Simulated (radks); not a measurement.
Results of a calculation; reference values are marked as such.
Mn, 25 electrons, occupied as [Ar] 3d5 4s2. Code: a radial shooting solver on a logarithmic mesh with Libxc functionals. Model: scalar-relativistic Kohn-Sham, r2SCAN, spin-polarised, spherical densities, finite nucleus; open shells are filled with parallel spins first; meta-GGA in the generalised Kohn-Sham scheme; Fermi nuclear charge, rms radius 3.7057 fm.

Local quantities along the radius. ELF = 1/(1 + alpha^2) is the electron localisation function; alpha = (tau - tau_W)/tau_unif compares the Pauli kinetic energy density with that of the uniform gas (summed over spins). tau is taken from the large components.

```
   r/bohr * ELF (the largest magnitude, 1, reaches the edge; | marks zero)
 0.003995 |                                                      *
 0.005244 |                                                      *
 0.006883 |                                                      *
 0.009107 |                                                      *
  0.01195 |                                                      *
  0.01569 |                                                      *
  0.02076 |                                                      *
  0.02725 |                                                      *
  0.03577 |                                                     *
  0.04733 |                                                 *
  0.06212 |                                    *
  0.08154 |                  *
   0.1079 |               *
   0.1416 |                             *
   0.1859 |                                          *
   0.2459 |                                            *
   0.3228 |                              *
   0.4237 |        *
   0.5606 |                      *
   0.7359 |                                         *
   0.9659 |                                          *
    1.268 |                               *
    1.678 |             *
    2.202 |           *
     2.89 |                           *
    3.824 |                                            *
    5.019 |                                                  *
    6.588 |                                                   *
    8.717 |                                                 *
    11.44 |                                          *
```

On this mesh the ELF has minima near r = 0.093, 0.42, 1.9 bohr, which separate the shells, and maxima near 0.21 (0.83), 0.84 (0.80), 6.6 (0.94).

Self-consistent cycle (total energy in hartree, residual of the potential): 1: -1158.440662, 3e+00; 2: -1158.604520, 2e+00; 3: -1158.738325, 1e-01; 4: -1158.741320, 3e-02; 5: -1158.741940, 3e-03; 6: -1158.741958, 3e-03; 7: -1158.741965, 8e-04; 8: -1158.741966, 3e-04; 9: -1158.741967, 1e-04; 10: -1158.741967, 1e-04; 11: -1158.741967, 5e-05; 12: -1158.741967, 2e-05; 13: -1158.741967, 6e-06; 14: -1158.741967, 2e-06.
